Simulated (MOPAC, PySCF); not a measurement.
C₂H₃NSi, SMILES `C[Si]C#N` (lower singlet), neutral singlet in the gas phase. This singlet lies 1.22 eV below the relaxed triplet at the level frozen-core CCSD(T)/cc-pVTZ // PBE0-D3(BJ)/def2-SVP (Ansatz).

Cartesian coordinates (Å):
```xyz
7

C     -0.9832    -0.2322     0.3301
Si     0.0384     1.3630     0.2955
C      1.6989     0.5081    -0.0078
N      2.7697     0.0901    -0.1940
H     -0.6162    -0.8992     1.1313
H     -0.8545    -0.7946    -0.6121
H     -2.0530    -0.0352     0.4898
```
Charge 0, spin multiplicity 1.

All levels are single points at this geometry (PBE0-D3(BJ)/def2-SVP); Pople sets use spherical d functions. Orbital energies aren't observables, and empty levels follow the basis.

```json
[
 {"level": "PBE-D3(BJ)/def2-TZVP in PySCF", "HOMO (eV)": "-6.19", "LUMO (eV)": "-4.25", "gap (eV)": "1.94", "dipole (D)": "3.57", "vertical IE, Delta-SCF (eV)": "–"},
 {"level": "ωB97X-D3(BJ)/def2-TZVP in PySCF", "HOMO (eV)": "-9.60", "LUMO (eV)": "-1.36", "gap (eV)": "8.24", "dipole (D)": "3.68", "vertical IE, Delta-SCF (eV)": "–"},
 {"level": "B3LYP/6-311+G** in PySCF", "HOMO (eV)": "-7.14", "LUMO (eV)": "-3.67", "gap (eV)": "3.47", "dipole (D)": "3.69", "vertical IE, Delta-SCF (eV)": "–"},
 {"level": "B3LYP/6-31G* in PySCF", "HOMO (eV)": "-6.90", "LUMO (eV)": "-3.46", "gap (eV)": "3.44", "dipole (D)": "3.42", "vertical IE, Delta-SCF (eV)": "9.34"},
 {"level": "BP86/6-31G* in PySCF", "HOMO (eV)": "-6.10", "LUMO (eV)": "-4.20", "gap (eV)": "1.91", "dipole (D)": "3.35", "vertical IE, Delta-SCF (eV)": "–"},
 {"level": "M06-2X/6-31G* in PySCF", "HOMO (eV)": "-8.14", "LUMO (eV)": "-2.44", "gap (eV)": "5.70", "dipole (D)": "3.48", "vertical IE, Delta-SCF (eV)": "–"},
 {"level": "PBE/6-31G* in PySCF", "HOMO (eV)": "-5.99", "LUMO (eV)": "-4.10", "gap (eV)": "1.89", "dipole (D)": "3.33", "vertical IE, Delta-SCF (eV)": "9.14"},
 {"level": "HF/3-21G in PySCF", "HOMO (eV)": "-9.51", "LUMO (eV)": "-0.06", "gap (eV)": "9.45", "dipole (D)": "3.34", "vertical IE, Delta-SCF (eV)": "–"},
 {"level": "HF/6-31G* in PySCF", "HOMO (eV)": "-9.64", "LUMO (eV)": "-0.10", "gap (eV)": "9.53", "dipole (D)": "3.65", "vertical IE, Delta-SCF (eV)": "–"},
 {"level": "AM1 in MOPAC", "HOMO (eV)": "-8.34", "LUMO (eV)": "-1.50", "gap (eV)": "6.84", "dipole (D)": "2.54", "vertical IE, Delta-SCF (eV)": "–"},
 {"level": "PM3 in MOPAC", "HOMO (eV)": "-8.64", "LUMO (eV)": "-2.52", "gap (eV)": "6.12", "dipole (D)": "3.23", "vertical IE, Delta-SCF (eV)": "–"},
 {"level": "PM6 in MOPAC", "HOMO (eV)": "-8.24", "LUMO (eV)": "-1.90", "gap (eV)": "6.33", "dipole (D)": "3.55", "vertical IE, Delta-SCF (eV)": "–"},
 {"level": "PM7 in MOPAC", "HOMO (eV)": "-10.29", "LUMO (eV)": "-1.38", "gap (eV)": "8.90", "dipole (D)": "3.09", "vertical IE, Delta-SCF (eV)": "–"}
]
```
